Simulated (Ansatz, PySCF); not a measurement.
F2GeH4Si, SMILES F[SiH](F)[GeH3]. Atoms are numbered in the order given.

```xyz
8

Si    -1.0672    -0.0117     0.2213
F     -1.5328     1.4958    -0.1428
F     -1.6893    -0.9839    -0.9142
Ge     1.2981    -0.1295     0.1205
H     -1.6908    -0.3762     1.5197
H      1.7600    -1.5658     0.4189
H      1.9105     0.8202     1.1637
H      1.7765     0.2780    -1.2816
```
Charge 0, spin multiplicity 1.

The structure is a stationary point at PBE0-D3(BJ)/def2-SVP. The structure was generated by enumeration, and PubChem lists no compound with its InChIKey, so it may never have been made.

Two levels are set side by side: PBE-D3(BJ)/def2-SVP (Ansatz, an electronic-structure program) and PBE0-D3(BJ)/def2-SVP (Ansatz). Each level has its own optimised geometry; the coordinates shown are those of the second. Frequencies come from the Hessian of PySCF at each geometry. Differences are taken from unrounded values.

| quantity | PBE0-D3(BJ) | PBE-D3(BJ) | PBE-D3(BJ) minus PBE0-D3(BJ) |
|---|---|---|---|
| mean bond length (Å) | 1.672 | 1.685 | 0.013 |
| bond Si1–F2 (Å) | 1.619 | 1.635 | 0.015 |
| bond Si1–F3 (Å) | 1.619 | 1.635 | 0.015 |
| bond Si1–Ge4 (Å) | 2.370 | 2.382 | 0.012 |
| bond Si1–H5 (Å) | 1.486 | 1.499 | 0.013 |
| bond Ge4–H6 (Å) | 1.538 | 1.550 | 0.012 |
| bond Ge4–H7 (Å) | 1.538 | 1.550 | 0.012 |
| bond Ge4–H8 (Å) | 1.536 | 1.548 | 0.012 |
| highest harmonic wavenumber (cm⁻¹) | 2273 | 2187 | -87 |
| mean harmonic wavenumber (cm⁻¹) | 935 | 900 | -35 |
| zero-point energy (kcal/mol) | 24.05 | 23.16 | -0.90 |

Exact exchange shortens and stiffens bonds; PBE has none. Differences between two approximate levels are no errors against the true value.
